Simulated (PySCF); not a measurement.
# Partial charges of `F[C@@H]([SiH3])[C@H]1CCN1`

Compound: C4H10FNSi.
Z-matrix (Å and degrees, GFN2-xTB geometry), rows numbered from 1:
```
F 
C   1  1.3918
Si  2  1.9230  1  110.02
C   2  1.5121  1  109.77  3   116.31
C   4  1.5359  2  116.70  1   154.84
C   5  1.5330  4   86.88  2   122.31
N   6  1.4643  5   89.62  4   -11.17
H   2  1.0940  1  104.90  3  -123.99
H   3  1.4551  2  110.14  1    46.84
H   3  1.4585  2  109.83  1   175.73
H   3  1.4733  2  104.43  1   -69.12
H   4  1.0963  2  111.21  1    21.98
H   5  1.0869  4  116.17  2  -119.87
H   5  1.0868  4  112.81  2     8.04
H   6  1.0915  5  116.60  4  -126.47
H   6  1.0941  5  113.34  4   105.49
H   7  1.0134  4  117.38  2   108.54
```

Density: PBE0/pcSseg-1 (PySCF); schemes: Mulliken, IAO, Hirshfeld and ESP-fitted. The structure is a single GFN2-xTB conformer in the gas phase; no vibrational or solvent corrections.

Problem. Give the atomic charges in each scheme.

Solution. In e:

| atom | environment | Mulliken | IAO | Hirshfeld | ESP-fitted |
| --- | --- | --- | --- | --- | --- |
| F1 | alkyl fluorine | -0.346 | -0.334 | -0.130 | -0.266 |
| C2 | sp3 C–F carbon | +0.009 | -0.093 | -0.032 | +0.072 |
| Si3 | SiH3 silicon | +0.546 | +0.598 | +0.270 | +0.321 |
| C4 | sp3 carbon bound to nitrogen | -0.105 | -0.017 | +0.009 | +0.280 |
| C5 | four-membered-ring carbon | -0.219 | -0.280 | -0.070 | -0.361 |
| C6 | sp3 carbon bound to nitrogen | +0.001 | -0.149 | -0.022 | +0.147 |
| N7 | secondary amine nitrogen | -0.511 | -0.414 | -0.130 | -0.557 |
| H8 | methine hydrogen | +0.121 | +0.136 | +0.036 | +0.047 |
| H9 | Si–H hydrogen | -0.088 | -0.112 | -0.078 | -0.085 |
| H10 | Si–H hydrogen | -0.101 | -0.129 | -0.081 | -0.084 |
| H11 | Si–H hydrogen | -0.113 | -0.149 | -0.100 | -0.136 |
| H12 | methine hydrogen | +0.123 | +0.139 | +0.041 | +0.031 |
| H13 | methylene hydrogen | +0.136 | +0.147 | +0.047 | +0.109 |
| H14 | methylene hydrogen | +0.124 | +0.142 | +0.044 | +0.119 |
| H15 | methylene hydrogen | +0.126 | +0.138 | +0.038 | +0.029 |
| H16 | methylene hydrogen | +0.115 | +0.127 | +0.040 | +0.036 |
| H17 | N–H hydrogen | +0.182 | +0.249 | +0.119 | +0.297 |

Mean size of the charges over all atoms: IAO 0.197 e, ESP-fitted 0.175 e, Mulliken 0.175 e, Hirshfeld 0.076 e. Each set sums to the total charge, 0, to within 0.001 e. The Mulliken scheme counts on each atom the diagonal of the density matrix times the overlap matrix over that atom's basis functions.

Lowest charge. All schemes include N7: Mulliken N7 (-0.511); IAO N7 (-0.414); Hirshfeld F1 and N7 (-0.130); ESP-fitted N7 (-0.557).

Highest charge. All schemes agree: Mulliken Si3 (+0.546); IAO Si3 (+0.598); Hirshfeld Si3 (+0.270); ESP-fitted Si3 (+0.321).

Problem. Sum the charges by element, for elements with more than one atom.

Solution. 
```
element  atoms  Mulliken     IAO  Hirshfeld  ESP-fitted
      C      4    -0.314  -0.538     -0.114      +0.138
      H     10    +0.625  +0.689     +0.105      +0.364
```

Problem. How closely do the schemes follow one another over all atoms?

Solution. Correlation coefficient and root-mean-square difference: Mulliken with IAO 0.97, 0.062 e; IAO with Hirshfeld 0.97, 0.148 e; Mulliken with Hirshfeld 0.93, 0.144 e; Mulliken with ESP-fitted 0.83, 0.132 e; IAO with ESP-fitted 0.81, 0.145 e; Hirshfeld with ESP-fitted 0.79, 0.162 e.

Problem. How many electrons does the Hirshfeld scheme count on C2?

Solution. Z − q = 6 − (-0.032) = 6.032.
